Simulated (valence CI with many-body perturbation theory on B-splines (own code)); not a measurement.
Ba XLII: what the settings do

Computed by valence CI with perturbative core correlation (CI+MBPT): five valence electrons over a frozen Dirac-Fock core [Ne], radial functions for each j: 6 s, 6 p, 5 d, 3 f, 1 g, with the one-electron correlation potential Σ1, the two-electron term Σ2, the three-electron term Σ3, Breit, model QED; selected CI, second order for the rest, scaled by the run's own slope (own B-spline code, finite nucleus).

No measured spectrum was set against this ion. As an estimate, large intervals hold to a few tenths of a per cent, small ones and those within an open d or f shell to about a per cent. Among the levels kept, up to 710 cm⁻¹ of a level comes from second order outside the variational space, and about a tenth of that is noise between levels of different J, which matters for small intervals.

The reference run has the lowest level (3s^2 3p1/2^2 3p3/2) J=3/2 and an ionisation energy of 3084.06 eV. Its largest variational space holds 9999 state functions.

Levels are named by their leading jj configuration (3d3/2^4 stands for four electrons in 3d with j = 3/2), which in mixed levels can hold well under half, so a name can repeat and another be missing. Letters in brackets count levels of one name in rising energy.

Changed runs:
A. three-electron term on → off; averaging of valence orbitals over low configurations on → off
B. correlating orbitals by l 3 3 3 2 1 → 4 4 0 0 0
C. size limit of the variational space 10000 → 3000
D. logarithmic knot step 0.27 → 0.8 (bad on purpose)

Excitation energies of the reference run in cm⁻¹, and shifts in cm⁻¹:

| Level | Reference | A | B | C | D |
| --- | --- | --- | --- | --- | --- |
| (3s^2 3p1/2 3p3/2^2) J=3/2 | 689368 | -193 | -546 | -2.3 | +33 |
| (3s^2 3p1/2 3p3/2^2) J=5/2 | 758558 | -3.8 | +446 | +0.5 | +33 |
| (3s^2 3p1/2 3p3/2^2) J=1/2 | 843815 | +246 | +721 | +6.9 | +34 |
| (3s^2 3p1/2^2 3d3/2) J=3/2 | 1285740 | +718 | +1427 | -12 | +44 |
| (3s^2 3p1/2^2 3d5/2) J=5/2 | 1481800 | +136 | +243 | -15 | -21 |
| (3s^2 3p3/2^3) J=3/2 | 1543000 | +82 | +221 | +4.2 | +65 |
| (3s 3p1/2^2 3p3/2^2) J=5/2 | 1641720 | +52 | +637 | -16 | -90 |
| (3s 3p1/2^2 3p3/2^2) J=1/2 | 1773000 | -549 | +217 | -2.8 | -142 |
| (3s 3p1/2^2 3p3/2^2) J=3/2 | 1779220 | -518 | +396 | -19 | -111 |
| (3s^2 3p1/2 3p3/2 3d3/2) J=5/2 [a] | 1970310 | +430 | +1130 | -12 | +80 |
| (3s^2 3p1/2 3p3/2 3d3/2) J=3/2 [a] | 1979330 | +420 | +689 | -12 | +66 |
| (3s^2 3p1/2 3p3/2 3d3/2) J=1/2 [a] | 1983680 | +436 | +529 | -2.0 | +78 |
| Ionisation energy (eV) | 3084.06 | +0.40 | -0.38 | +0.0012 | +0.00043 |
